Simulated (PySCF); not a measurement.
**BrOI, singlet: structure and spectrum**

All numbers come from PBE0 in PySCF with Br def2-TZVP, O def2-TZVP, I def2-TZVP with ECP28; scalar-relativistic core potentials, no spin–orbit coupling; density-fitted integrals.

The structure is a minimum.

```xyz
3
charge 0 multiplicity 1, angstrom
Br   -0.0002   -1.4351    0.0000
O     1.5888   -1.9247    0.0000
I    -0.2001    1.1349    0.0000
```

```
Point group                                                                   : Cs
Bond lengths                                                                  : Br–I 2.578 Å, Br–O 1.663 Å
Bond angles                                                                   : I–Br–O 111.6°
Lowest empty level                                                            : -4.19 eV
Enthalpy at 298.15 K above 0 K                                                : 13.03 kJ/mol
Highest occupied level                                                        : -7.27 eV
Rotational symmetry number                                                    : 1
Principal quadrupole moments (Buckingham, traceless) about the centre of mass : -8.66, -0.23, 8.89 D Å
Principal polarisabilities                                                    : 36.7, 44.8, 98.2 bohr³
Heat capacity Cp at 298.15 K                                                  : 51.0 J/(mol K)
Rotational constants                                                          : 0.591, 0.04192, 0.03914 cm⁻¹
Atomisation energy without zero-point energy                                  : 312 kJ/mol
Zero-point energy                                                             : 7.5 kJ/mol
Dipole moment                                                                 : 2.65 D
Entropy at 298.15 K and 1 bar                                                 : 307.5 J/(mol K)
```

Harmonic modes (masses in u: Br 78.918, O 15.995, I 126.904):
```csv
symmetry,ω (cm⁻¹),IR (km/mol)
a',168,1.4
a',236,15.4
a',852,78.9
```

Charges (e):
| atom | Mulliken | Löwdin | polar tensor | Mayer order to Br1 |
| --- | --- | --- | --- | --- |
| Br1 | 0.43 | 0.45 | 0.65 | – |
| O2 | -0.43 | -0.46 | -0.47 | 1.47 |
| I3 | 0.00 | 0.01 | -0.19 | 0.89 |

Mulliken populations on Br1: s 7.93, p 16.31, d 10.30, f 0.03.

Counting electrons, bromine keeps 4 of its valence electrons outside its bonds, so the VSEPR class is AX2E2 and the expected shape is bent; with unlike ligands the computed point group is Cs.

Other isomers or separated fragments may lie lower.

The final relaxation and frequency run took 100 s on 4 threads of a shared Arm Neoverse V1 host, with 129 basis functions and 14 gradients; the process peaked at 1.1 GiB.
